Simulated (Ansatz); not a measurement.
Species: CH2F, net charge -1, singlet state. It need not be the lowest isomer of its formula. Whether it binds its extra electron was not tested at this geometry. 
Coordinates optimised at B3LYP-D3(BJ)/def2-TZVP (Ansatz, an electronic-structure program):
SMILES: [CH2-]F
```xyz
4

C     -0.7460     0.0795     0.2326
F      0.7330    -0.1081    -0.0705
H     -0.9213     1.0875    -0.2211
H     -1.1996    -0.5918    -0.5395
```
Charge -1, spin multiplicity 1.

Basis-set convergence of Hartree-Fock and CCSD correlation energies (hartree) with Ansatz. Correlated levels leave the core frozen unless marked. No spin-orbit coupling. No relativistic terms. This anion needs diffuse functions, which these sets lack.

| basis | functions | E(HF) | E(corr, CCSD) |
|---|---|---|---|
| cc-pVDZ | 38 | -138.34871 | -0.35451 |
| cc-pVTZ | 88 | -138.40324 | -0.45481 |
| cc-pVQZ | 170 | (withheld) | (withheld) |

What belongs in the gaps?


- cc-pVQZ, E(HF): -138.41914
- cc-pVQZ, E(corr, CCSD): -0.48921
